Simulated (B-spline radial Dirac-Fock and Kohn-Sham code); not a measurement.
The computed values come from a radial B-spline solver: multi-electron Dirac-Fock with separately optimised hole states, Breit and Lamb-shift corrections added in first order. Free neutral atoms.

Task: Order these X-ray lines by photon energy, lowest first.
A. Ag Lβ15
B. Sc Kβ1
C. Sn Lβ3
D. Sn Lℓ
E. La Lη
F. La Lℓ

Result: D (3042.2 eV), A (3348.5 eV), C (3754.4 eV), F (4115.1 eV), B (4460.7 eV), E (4523.1 eV).
